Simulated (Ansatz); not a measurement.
Coupled-cluster diagnostics for Fe2S, Ansatz.

Geometry of the singlet (B3LYP-D4/def2-TZVP):

Cartesian coordinates in Å:
```
Fe -0.3384 -0.4918 1.1132
Fe 0.2445 1.2258 -0.1825
S 0.0939 -0.7340 -0.9307
```

Correlated methods freeze 15 core orbitals; core or outer-core shells of Fe are correlated, in sets that lack core-valence functions. The geometry of the singlet was relaxed on an unsound state (restricted singlet, unstable towards broken spin symmetry at other levels and untested here). At PBE0-D4/def2-TZVP a triplet of charge 0 lies 5.02 eV below the restricted singlet, each at its own geometry. That triplet is doubtful there (⟨S²⟩ 4.93, where a pure state has 2.00). The structure comes from a short search, and lower isomers may exist.

(1) Estimate the CCSD(T) correlation energy, the shares of MP2 and (T), T1 and the reference's ⟨S²⟩ for: charge 0, singlet, own geometry in def2-TZVPP; and the rough time on 4 threads of AMD EPYC 7B13 on a shared host.

## Answers

(1) 
| state | basis | correlation (eV) | MP2 share (%) | (T) share (%) | T1 | ⟨S²⟩ (pure) | wall time | remarks |
| --- | --- | --- | --- | --- | --- | --- | --- | --- |
| charge 0, singlet, own geometry | def2-TZVPP | -39.653 | 92.7 | 5.6 | 0.110 | 0.00 (0.00) | 5 min | large T1 (0.110), restricted SCF unstable |
Customary marks for T1 are 0.02 (closed shells), 0.045 (open shells) and about 0.05 (3d metals). T1 exceeds 0.02 in 1 of 1 rows and 0.045 in 1; the higher it lies, the less the single-reference result can be trusted.
